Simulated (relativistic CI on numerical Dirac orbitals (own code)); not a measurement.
## How well does a small relativistic CI reproduce La²⁺?

Computed by Dirac-Coulomb-Breit CI, orbitals from a KLI potential per configuration, model QED, valence Slater integrals scaled by 0.85, P86 correlation estimate, and configurations built on the next ion tied to the tabulated ionisation energy (semi-empirical) (own radial code, finite nucleus).

Configuration list (outside the closed core [Kr] 4d10 5s2): 5p6 5d, 5p6 6s, 5p6 6p, 5p6 6d, 5p6 7s, 5p6 5f, 5p6 6f, 5p6 5g, 5p6 7p, 5p6 7d, 5p5 5d2, 5p6 7f, 5p5 4f2, 5p4 5d3, 5p4 5d 4f2, 5p5 5d 5f. Levels of other configurations are missing.

| Configuration | Term (tabulated) | J | Measured (cm⁻¹) | Computed | Error | Purity (%) |
| --- | --- | --- | --- | --- | --- | --- |
| 5p6 5d | 2D | 3/2 | 0.0 | 0 | 0 | 98 |
| 5p6 5d | 2D | 5/2 | 1603.2 | 1357 | -246 | 98 |
| 5p6 6s | 2S | 1/2 | 13591.1 | 16882 | 3291 | 100 |
| 5p6 7s | 2S | 1/2 | 82347.3 | 83021 | 674 | 100 |
| 5p6 6d | 2D | 3/2 | 82380.8 | 82616 | 235 | 100 |
| 5p6 6d | 2D | 5/2 | 82814.3 | 83036 | 222 | 100 |
| 5p6 7p | 2P° | 1/2 | 93232.4 | 93944 | 711 | 100 |
| 5p6 7p | 2P° | 3/2 | 94461.4 | 95037 | 576 | 100 |
| 5p6 5g | 2G | 7/2 | 114754.9 | 115031 | 276 | 100 |
| 5p6 5g | 2G | 9/2 | 114755.3 | 115030 | 275 | 100 |
| 5p6 6f | 2F° | 5/2 | 114889.8 | 115616 | 726 | 100 |
| 5p6 6f | 2F° | 7/2 | 114938.9 | 115662 | 723 | 100 |
| 5p6 7f | 2F° | 5/2 | 127042.6 | 127754 | 711 | 100 |
| 5p6 7f | 2F° | 7/2 | 127075.6 | 127785 | 709 | 100 |

Measured levels from Martin, Zalubas and Hagan, Atomic Energy Levels: The Rare-Earth Elements, NSRDS-NBS 60 (1978); pairs were made by configuration, J and term (by order where the table uses no LS term), so strongly mixed levels may be paired wrongly.

Mean error by configuration (cm⁻¹): 5p6 5d -246; 5p6 6s 3291; 5p6 7s 674; 5p6 6d 229; 5p6 7p 644; 5p6 5g 275; 5p6 6f 725; 5p6 7f 710. Over the excited levels the mean absolute error is 721 cm⁻¹ (13 of the 22 excited levels that our extract of the source holds in range could be paired, and the others can miss by more), and the median relative error of those above 1,000 cm⁻¹ is 0.61 %.
